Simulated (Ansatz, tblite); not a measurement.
Removing and adding an electron: Cd₅Te₄I₂, a halide-capped cluster cut from zinc blende CdTe (2 I on the cations). The state is a singlet with charge 0. Geometry: PBE-D4/def2-SVP. Ansatz, gas phase; energy differences of separate SCF runs; the oxidised species was run as a doublet alone; the reduced species was run as a doublet alone.

```xyz
11

Cd    2.0015   -1.6849   -1.7022
Cd    2.9010    0.7243    0.7667
Cd    0.9346    1.5059   -1.8469
Cd   -1.6936   -1.4274   -0.8748
Cd   -0.6970    1.3278    1.8588
Te    3.5633    0.6095   -1.9353
Te    0.1143   -3.4527   -1.3515
Te    1.7342    0.8995    3.0934
Te   -1.5403    1.4809   -0.9175
I    -4.2801   -1.7211   -0.2039
I    -3.0379    1.7382    3.1132
```

In the def2 sets Cd, I, Te take a core potential; there is no spin–orbit coupling. The xTB rows come from tblite. Single mean-field runs in def2-TZVP are fitted with def2-universal-jkfit. HOMO above LUMO, or a gap near zero within one spin, warns that the state may not be the lowest or that an electron is smeared out.

```csv
level,−HOMO (eV),vertical IE (eV),−LUMO (eV),vertical EA (eV),HOMO–LUMO gap (eV),IE − EA (eV),remarks
GFN2-xTB,10.20,12.08,7.13,4.83,3.07,7.25,–
B97M-V/def2-TZVP,5.60,7.18,3.87,2.30,1.73,4.88,gap within one spin near zero (+1 doublet)
PBE0-D4/def2-TZVP,6.37,7.56,3.37,2.32,3.00,5.24,–
```

(1) Estimate the rows for GFN1-xTB, PBE-D4/def2-TZVP.

Results:

(1) 
```
           level  −HOMO (eV)  vertical IE (eV)  −LUMO (eV)  vertical EA (eV)  HOMO–LUMO gap (eV)  IE − EA (eV)                                     remarks
        GFN1-xTB        9.25             11.01        6.87              5.18                2.38          5.83                                           –
PBE-D4/def2-TZVP        5.41              7.10        3.92              2.35                1.48          4.76  gap within one spin near zero (+1 doublet)
```

   Raw xTB energy differences between charge states are shifted by several eV; the methods need an empirical correction for them. Sets without diffuse functions give affinities that are too small.
